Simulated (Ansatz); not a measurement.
Cartesian coordinates in Å:
```
B 0.115 0.462 1.294
C -0.016 -0.412 0.028
C -1.094 -0.203 -1.001
Te 1.784 0.815 -0.423
H 0.697 0.054 2.257
H -0.508 1.487 1.345
H 0.363 -1.432 0.062
H -0.831 -0.593 -1.987
H -1.359 0.852 -1.099
H -1.995 -0.728 -0.664
H 2.845 -0.301 0.189
```

Charge 0, multiplicity 1. Te: def2 effective core potential. The bonds changed during the relaxation, so this is another structure than the one it started from.

(1) List the PBE0/def2-TZVPP orbital energies in eV (Ansatz). (Best estimate.)

Answers

(1) Ansatz gave: Occupied: -279.00, -278.28, -183.68, -172.38, -121.37, -121.27, -121.09, -44.58, -44.54, -44.37, -44.28, -44.26, -21.90, -18.88, -16.46, -13.95, -12.41, -11.91, -11.04, -10.24, -9.54, -8.80, -8.00, -6.94. Lowest empty: -1.08, -0.11, 0.09, 1.57, 2.05, 2.64, 2.94, 3.07.
